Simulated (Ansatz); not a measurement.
Reaction (substitution at a C–N bond): `CNC1(O)C=N1` + `CCBS` → `CCBSC` + `NC1(O)C=N1`

Gas-phase electronic energies from Ansatz, PBE0-D4/def2-TZVP geometries. CBS: MP2 limit from def2 TZ/QZ plus the TZ coupled-cluster correction, frozen cores. This one scheme is used for every species. DFT in def2-TZVPP. One conformer a species, not always the lowest.

| level | ΔE (kJ/mol) |
| --- | --- |
| r2SCAN-D4 | -26.9 |
| ωB97M-V | -22.7 |

**Question.** What does CCSD(T)/CBS give? (Best estimate.)

**Answer.** Computed: -24.5 kJ/mol. The listed levels differ from it by -2.4, 1.8 kJ/mol.

Largest T1 diagnostic among the species: 0.012.

In def2-TZVPP, CCSD(T) changes the Hartree–Fock value by −5.4 kJ/mol (the triples alone add −1.8 kJ/mol) and MP2 by −9.2 kJ/mol.
